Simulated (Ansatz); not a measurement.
Reaction: BBr3 (tribromoborane, SMILES BrB(Br)Br) → BBr2 (SMILES Br[B]Br, doublet) + Br (doublet) (the B-Br bond breaks)
Each species at its own B3LYP-D3(BJ)/def2-TZVP minimum (Ansatz, a program for electronic structure).

Total energies in hartree (Ansatz). Radicals and triplets start from unrestricted determinants; spin-orbit coupling is neglected. Correlated methods leave the cores frozen (noble-gas shells, and filled d and f shells in the p block). No relativity. Spin-orbit terms, left out, reach several kcal/mol for Br and I, and more for heavier atoms.

```csv
species,HF/cc-pVTZ,CCSD(T)/cc-pVTZ,HF/cc-pVQZ,CCSD(T)/cc-pVQZ,CCSDT(Q)/cc-pVTZ
"1: BBr3 (tribromoborane, SMILES BrB(Br)Br)",-7742.18281,-7742.82606,-7742.19282,-7742.89703,-7742.82847
"2: BBr2 (SMILES Br[B]Br, doublet)",-5169.62433,-5170.06559,-5169.63152,-5170.11379,-5170.06779
3: Br (doublet),-2572.44509,-2572.60263,-2572.44802,-2572.62195,-2572.60328
```

Problem. Work out the bond dissociation energy (electronic) in kcal/mol: take Hartree-Fock from cc-pVQZ, extrapolate the CCSD(T) correlation energy as X^-3 (X = 3, 4), and add CCSDT(Q) - CCSD(T) in cc-pVTZ. 1 hartree = 627.51 kcal/mol.

Solution. 
Species 1: correlation (64·(-0.70421) - 27·(-0.64325))/37 = -0.74869; step -0.00241; E1 = -7742.19282 + (-0.74869) + (-0.00241) = -7742.94392
Species 2: correlation (64·(-0.48227) - 27·(-0.44126))/37 = -0.51220; step -0.00220; E2 = -5169.63152 + (-0.51220) + (-0.00220) = -5170.14592
Species 3: correlation (64·(-0.17393) - 27·(-0.15754))/37 = -0.18589; step -0.00065; E3 = -2572.44802 + (-0.18589) + (-0.00065) = -2572.63456
-1·E1 +1·E2 +1·E3 = 0.16344 hartree = 102.6 kcal/mol.
